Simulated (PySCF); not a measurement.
Unknown compound

Molecular formula: C₅H₁₂B₂O₂. Simulated spectra:

1H NMR (400 MHz, computed): δ 4.19 (m, 2H), 4.12 (m, 2H), 4.03 (br, 1H), 1.20 (m, 1H), 1.01 (s, 6H).

13C{1H} NMR (computed): δ 64.7 (CH2), 39.5 (CH), 16.2 (CH3).

- NMR shieldings at PBE0/pcSseg-1/GIAO
- PBE0-D3(BJ)/def2-SVP structure
- code: PySCF 2.14
- rapidly exchanging positions averaged, relativity neglected, in vacuum, single conformer

Scale: TMS for 1H (σ = 31.27 ppm), 13C (σ = 184.41 ppm) (reference shieldings calculated alike).

**Question.** Deduce the structure.

**Answer.** 
3 carbon signals for 5 carbons: some carbons are equivalent by symmetry or fast rotation. Carbon types of the structure: 1 × CH, 2 × CH2, 2 × CH3, leaving 1 H on heteroatoms. δC 64.7: sp3 CH2 bonded to O; deshielded by the electronegative neighbour. δC 39.5: sp3 CH bonded to B. δC 16.2: methyl carbon bonded to B. δH 4.19, 4.12: hydrogen on an sp3 CH2 bonded to O; its carbon carries O, an electronegative neighbour. δH 4.03: hydrogen on a boron bonded to 2 O, in a 6-membered ring. δH 1.20: hydrogen on an sp3 CH bonded to B. δH 1.01: hydrogen on a methyl carbon bonded to B.

Structure: SMILES CB(C)C1COBOC1.

The shifts were computed for this structure.

Hydrogens on boron are broadened and split by 11B (spin 3/2, 80 %) and 10B (spin 3). A carbon bonded to boron is broadened by the quadrupolar boron nucleus and is often missing from a measured spectrum. Shifts are as computed. Against solution values, carbons near 30 ppm lie about +2 ppm off and those near 130 ppm about +5 ppm. Of 1309 compounds with measured shifts, 239 miss one by over three times the rms of a fit or turn the order of signals round; such compounds aren't used in these exercises. No couplings were computed; multiplicities are counted from neighbouring protons, with m where these are inequivalent, close in shift, in a saturated or five-membered ring or joined by F or P, and br s for small geminal =CH2 splittings.
